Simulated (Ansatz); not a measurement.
Total energies of diborane 1,2-di Cl (B2H4Cl2) from Ansatz at PBE0-D4/def2-TZVP, gas phase (1 Eh = 27.2114 eV = 2625.5 kJ/mol). The reference geometry is relaxed at PBE0-D4/def2-SVP.

```xyz
8

B    -0.687   -0.210   -0.527
Cl   -1.188    0.891   -1.821
H    -1.265   -1.247   -0.348
H    -0.621    0.455    0.628
B     0.687    0.210    0.527
Cl    1.188   -0.891    1.821
H     1.265    1.247    0.348
H     0.621   -0.455   -0.628
```

| state | geometry | energy (Eh) |
| --- | --- | --- |
| charge 0 singlet | reference | -972.23643 |
| charge 1 doublet | reference | -971.83170 |
| free B atom (doublet) | – | -24.61828 |
| free Cl atom (doublet) | – | -459.99739 |
| free H atom (doublet) | – | -0.50104 |

Q: Work out the vertical ionisation energy to the doublet.

A: E(charge 1 doublet) − E(charge 0 singlet) = -971.83170 − (-972.23643) = 0.40473 Eh = 11.01 eV. For comparison, −ε of the highest occupied level is 8.94 eV at this level, 2.07 eV less.

Q: What is the binding energy per atom against free atoms?

A: Atoms: 2 × (-24.61828) + 2 × (-459.99739) + 4 × (-0.50104) = -971.23550 Eh. Binding: -971.23550 − (-972.23643) = 1.00093 Eh = 27.24 eV, or 3.40 eV for each of 8 atoms (no zero-point energy, no counterpoise term).
